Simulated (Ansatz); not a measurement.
`[CH3][Nb]([F])([F])=[S]` + NH₃ → `[NH2][Nb]([F])([F])=[S]` + CH₄ at 500 K and 1 bar (ligand exchange at the Nb–C bond).

Isolated molecules relaxed with PBE0-D4/def2-TZVP in Ansatz; ΔE leaves out vibrations. CCSD(T)/CBS adds triple-zeta CCSD(T) − MP2 to the extrapolated MP2 energy (def2 sets, frozen cores). This one scheme is used for every species. def2 core potentials past Kr. For Nb outer-core shells are correlated without core-valence functions, which leaves a few kJ/mol of doubt a bond. One conformer a species, not always the lowest.

```json
{"species": "`[CH3][Nb]([F])([F])=[S]`", "CCSD(T)/CBS energy (Eh)": "-694.30863", "H − E (kJ/mol)": "153.8", "S (J/(mol·K))": "424.8"}
{"species": "NH₃", "CCSD(T)/CBS energy (Eh)": "-56.50880", "H − E (kJ/mol)": "108.2", "S (J/(mol·K))": "211.8"}
{"species": "`[NH2][Nb]([F])([F])=[S]`", "CCSD(T)/CBS energy (Eh)": "-710.39583", "H − E (kJ/mol)": "126.6", "S (J/(mol·K))": "410.7"}
{"species": "CH₄", "CCSD(T)/CBS energy (Eh)": "-40.46206", "H − E (kJ/mol)": "135.6", "S (J/(mol·K))": "206.8"}
```

H − E and S are ideal-gas, rigid-rotor, harmonic terms from PBE0-D4/def2-TZVP, for one conformer and one mirror image of each species. 1 Eh = 2625.50 kJ/mol, R = 8.31446 J/(mol·K).

Task: By hand: ΔE, ΔH, ΔS and ΔG.

Result: ΔE = (-710.39583) + (-40.46206) − (-694.30863) − (-56.50880) = -0.04046 Eh = -106.2 kJ/mol. Δ(H − E) = 126.6 + 135.6 − 153.8 − 108.2 = 0.2, so ΔH = -106.0 kJ/mol. ΔS = 410.7 + 206.8 − 424.8 − 211.8 = -19.1 J/(mol·K). ΔG = -106.0 − 500 × (-19.1)/1000 = -96.5 kJ/mol.

Task: By hand: the equilibrium constant, and the temperature at which ΔG would vanish if ΔH and ΔS stayed fixed.

Result: log₁₀ K = −ΔG/(RT ln 10) = 10.1. ΔG = 0 at ΔH/ΔS = 5550 K, far beyond where these terms or the molecules hold.

ΔH outweighs TΔS. A doubt of 5 kJ/mol in ΔE shifts log₁₀ K by 0.5 here. Other conformers and mirror images would add mixing entropy, several J/(mol·K) or more a flexible species. These are equilibria of isolated gas molecules and say nothing of rates. Largest T1 diagnostic: 0.023 (customary marks: 0.02 for closed shells, 0.045 for open ones).
